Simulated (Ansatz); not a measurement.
`[OH][Ti]([OH])([Br])[Br]`. The species carries charge 0 and has multiplicity 1. Correlated methods include outer-core shells of Br, Ti, which these sets cover unevenly. Scalar relativity is left out up to krypton.

```xyz
7

O     1.088    0.368    0.940
Ti   -0.105    0.080   -0.316
O    -1.269   -1.124    0.245
Br   -1.203    2.106   -0.806
Br    0.992   -0.689   -2.253
H     1.872    0.883    1.134
H    -1.375   -1.624    1.056
```

Problem. Give the diagnostics of a CCSD(T)/def2-TZVPP run (frozen core, the Gaussian-basis code of Ansatz). (Estimate.)

Solution. Ansatz gave: T1 = 0.0208, largest single amplitude 0.063, largest double 0.030, (T) share of the correlation energy 4.8 %, 14 CCSD cycles. The RHF solution is stable towards an unrestricted one. T1 lies over the customary mark of 0.02 for closed shells; compounds of d metals often pass it without a breakdown.
